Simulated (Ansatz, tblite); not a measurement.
Cost and result up the ladder for the cluster YO₂H (the lowest singlet isomer of a short search) (4 atoms). Total charge 0; singlet. Geometry: PBE-D4/def2-TZVP.

Cartesian coordinates in Å:
```
Y 0.8046 -0.0682 0.2126
O -0.3721 0.5793 -1.2735
O -0.5683 -0.8860 -0.9950
H 0.1359 0.3748 2.0558
```

Ansatz on 4 threads of AMD EPYC 7B13 on a shared host; xTB runs through tblite on one thread. Times are rough, summed over both states, and most runs start from the orbitals of an earlier one. PBE0-D4/def2-TZVP serves as the yardstick here, not as an exact answer. The other state is a doublet.

In the def2 sets Y takes a core potential; there is no spin–orbit coupling. The xTB rows come from tblite. Correlated methods freeze 2 core orbitals; core or outer-core shells of Y are correlated, in sets that lack core-valence functions. In CCSD on the charge 1 doublet the largest single amplitude is 0.29, so its Hartree–Fock determinant may place the open shell otherwise than the density functionals do. The structure holds 1 bond(s) between oxygen atoms. HOMO above LUMO, or a gap near zero within one spin, warns that the state may not be the lowest or that an electron is smeared out. The structure comes from a short search, and lower isomers may exist.

Run but left out: HF/def2-TZVPP, MP2/def2-TZVPP (charge +1 doublet: a determinant that CCSD turns far, T1 0.061).

Correlated methods converge slowly with the basis.

Raw xTB energies of ions are shifted by several eV.

```csv
level,functions,wall time,vertical IE (eV),difference from PBE0-D4/def2-TZVP (eV),remarks
GFN1-xTB,19,0.006 s,15.66,7.06,–
GFN2-xTB,18,0.006 s,14.79,6.19,–
PBE-D4/def2-TZVP,108,1.8 s,8.46,-0.14,gap within one spin near zero (+1 doublet)
r2SCAN-D4/def2-TZVP,108,3.7 s,8.48,-0.13,gap within one spin near zero (+1 doublet)
PBE0-D4/def2-TZVP,108,4.7 s,8.60,0.00,–
CCSD(T)/def2-TZVPP,132,40 s,8.56,-0.04,"large T1 (0.061) (+1 doublet), spin-contaminated (⟨S²⟩ 0.86) (+1 doublet), test for broken spin undecided (singlet)"
```
